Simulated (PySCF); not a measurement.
**Converging GeTe in the basis (CCSD(T))**

PySCF, RHF reference; singlet, unpaired electrons none; De to Ge + Te without counterpoise correction. Frozen cores follow the default of each basis and core potential.

| basis | relativity | functions | Re (Å) | ωe (cm⁻¹) | De (eV) | frozen orbitals |
| --- | --- | --- | --- | --- | --- | --- |
| cc-pVDZ-PP | scalar-relativistic core potentials | 46 | 2.382 | 317 | 3.97 | 8 |
| def2-SVP | scalar-relativistic core potentials | 58 | 2.378 | 318 | 4.00 | 13 |
| def2-TZVPPD | scalar-relativistic core potentials | 113 | 2.351 | 325 | 4.37 | 13 |

(1) How does each smaller set differ from the one with most functions, def2-TZVPPD?

Measured (Huber and Herzberg, Constants of Diatomic Molecules (1979)): Re = 2.340165 Å, ωe = 323.9 cm⁻¹. Correlated steps freeze the inner cores (8 to 13 orbitals); shallow outer-core shells are correlated. Correlated levels converge slowly with the basis: in double zeta they bind strong bonds too weakly, by up to about 1 eV, and carry superposition errors of some tenths. Spin–orbit coupling is left out, which matters for elements this heavy, above all for dissociation energies. Where the molecule has an RHF reference, its open-shell atoms are computed with UHF. The CCSD T1 diagnostic is raised in GeTe, a sign that a single reference may not be enough there.

Answers

(1) cc-pVDZ-PP: +3.1 pm, -2.5 % in ωe, -0.40 eV in De; def2-SVP: +2.7 pm, -2.2 % in ωe, -0.37 eV in De. All at CCSD(T); the set with most functions is neither the basis-set limit nor always the best.
